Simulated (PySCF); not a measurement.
**Electronic structure of Mo²⁺ (molybdenum, charge +2) at the UHF level**

Configuration: [Kr] 4d3 5p1, one real determinant (an excited configuration). Calculation: PySCF 2.14, in aug-cc-pVTZ-DK (9s8p6d3f2g, 102 functions); the spin-free X2C one-electron Hamiltonian (Gaussian nucleus).

| Item | Value |
| --- | --- |
| Total energy | -4044.961176 hartree |
| One-electron energy | -5547.7246 hartree |
| Hartree (Coulomb) energy | 1624.8114 hartree |
| Exchange energy | -122.0480 hartree |
| ⟨S²⟩ | 6.0042 |
| ⟨L²⟩ | 14.057 |
| Sum of ⟨r⟩ | 26.61 bohr |
| Sum of ⟨r²⟩ | 39.62 bohr² |
| Traceless quadrupole moment −½Σ⟨3z² − r²⟩ along its main axis | -5.21 e·bohr² |
| Langevin diamagnetic susceptibility | -31.4 ×10⁻⁶ cm³/mol |

```csv
shell,electrons,mean orbital energy (eV),spread (eV),"rms radius, mean of both spins (bohr)"
1s α,1,-20129.8,0,0.0404
1s β,1,-20129.8,0,0.0404
2s α,1,-2940.4,0,0.166
2s β,1,-2939.7,0,0.166
2p α,3,-2625.8,0.034,0.148
2p β,3,-2625.1,0.057,0.148
3s α,1,-553.74,0,0.456
3s β,1,-553.33,0,0.456
3p α,3,-447.65,0.023,0.462
3p β,3,-447.13,0.142,0.462
3d α,5,-274.84,1.101,0.453
3d β,5,-273.78,0.343,0.453
4s α,1,-105.60,0,1.17
4s β,1,-101.07,0,1.17
4p α,3,-74.528,0.046,1.30
4p β,3,-68.529,0.431,1.30
4d α,3,-32.257,0.202,1.76
5p α,1,-17.001,0,3.67
```

⟨L²⟩ = 14.06 against 20 for a pure G term, so this real determinant mixes terms.

Densities and radii are taken from the X2C orbitals without a picture-change correction, which distorts them close to the nucleus.

Spin-orbit constants ζ (cm⁻¹) from the X2C one-electron operator on these orbitals: bare nucleus, nucleus screened by l(l+1)(2l+1)/3 electrons, and screened by the Breit-Pauli mean field of the electrons.

| shell | bare | screened nucleus | mean field |
| --- | --- | --- | --- |
| 2p | 581000 | 553300 | n/a |
| 3p | 96740 | 92130 | n/a |
| 3d | 13630 | 10390 | n/a |
| 4p | 13170 | 12550 | n/a |
| 4d | 1106 | 842.5 | n/a |
| 5p | 1371 | 1306 | n/a |

To first order the Landé constant is A = 239.6 cm⁻¹, so the lowest level has J = 2 and lies 0.297 eV below the centre of the term. This holds in LS coupling only.
